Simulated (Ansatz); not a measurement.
Relaxation of ClH5InNOSi (10 atoms, charge 0, multiplicity 1), to a largest force component of 0.02 eV/Å in at most 50 steps.

All numbers below come from Ansatz 0.2.0, RKS PBE0-D4/def2-SVP.

```xyz
10
Properties=species:S:1:pos:R:3
N -1.523 1.670 1.691
In 0.046 1.098 0.496
Cl 1.841 2.343 -0.187
O -0.177 -0.684 -0.307
Si 0.604 -1.645 -1.346
H -1.186 2.170 2.509
H -1.997 0.831 2.017
H -0.881 -1.378 -0.247
H 1.862 -2.113 -0.746
H 0.894 -0.940 -2.604
```

Where does it end, and by what steps?

The run converged. After 29 steps the energy has fallen by 2.470 eV; H9 moved furthest, 1.78 Å. Joined: In2–Si5 (3.35 → 2.84 Å), In2–H9 (3.89 → 1.93 Å).

```json
{"step": "0", "energy less start (eV)": "0.0000", "largest force component (eV/Å)": "5.335", "accepted": "yes"}
{"step": "2", "energy less start (eV)": "-1.3341", "largest force component (eV/Å)": "1.211", "accepted": "yes"}
{"step": "4", "energy less start (eV)": "-1.4815", "largest force component (eV/Å)": "0.675", "accepted": "yes"}
{"step": "6", "energy less start (eV)": "-1.5141", "largest force component (eV/Å)": "0.256", "accepted": "yes"}
{"step": "8", "energy less start (eV)": "-1.5190", "largest force component (eV/Å)": "0.067", "accepted": "yes"}
{"step": "10", "energy less start (eV)": "-1.5204", "largest force component (eV/Å)": "0.034", "accepted": "yes"}
{"step": "12", "energy less start (eV)": "-1.5232", "largest force component (eV/Å)": "0.108", "accepted": "yes"}
{"step": "14", "energy less start (eV)": "-1.5512", "largest force component (eV/Å)": "0.318", "accepted": "yes"}
{"step": "16", "energy less start (eV)": "-1.7450", "largest force component (eV/Å)": "0.356", "accepted": "yes"}
{"step": "18", "energy less start (eV)": "-2.1681", "largest force component (eV/Å)": "0.527", "accepted": "yes"}
{"step": "20", "energy less start (eV)": "-2.3926", "largest force component (eV/Å)": "0.420", "accepted": "yes"}
{"step": "22", "energy less start (eV)": "-2.4286", "largest force component (eV/Å)": "0.946", "accepted": "yes"}
{"step": "24", "energy less start (eV)": "-2.4009", "largest force component (eV/Å)": "0.519", "accepted": "no"}
{"step": "26", "energy less start (eV)": "-2.4668", "largest force component (eV/Å)": "0.075", "accepted": "yes"}
{"step": "28", "energy less start (eV)": "-2.4695", "largest force component (eV/Å)": "0.037", "accepted": "yes"}
{"step": "29", "energy less start (eV)": "-2.4697", "largest force component (eV/Å)": "0.014", "accepted": "yes"}
```

```xyz
10
Properties=species:S:1:pos:R:3
N -1.042 0.982 1.769
In 0.316 0.709 0.268
Cl 1.427 2.423 -0.877
O -0.769 -0.545 -1.214
Si 0.542 -1.814 -1.024
H -1.129 1.964 2.030
H -0.783 0.476 2.615
H -1.650 -0.837 -0.951
H 1.036 -1.075 0.438
H 1.536 -0.931 -1.778
```

Whether the end is a true minimum wasn't checked by a vibrational analysis.

Run time: 78 s on 2 threads of INTEL(R) XEON(R) PLATINUM 8581C CPU @ 2.30GHz (Emerald Rapids), on a shared host, peak memory 0.32 GiB.
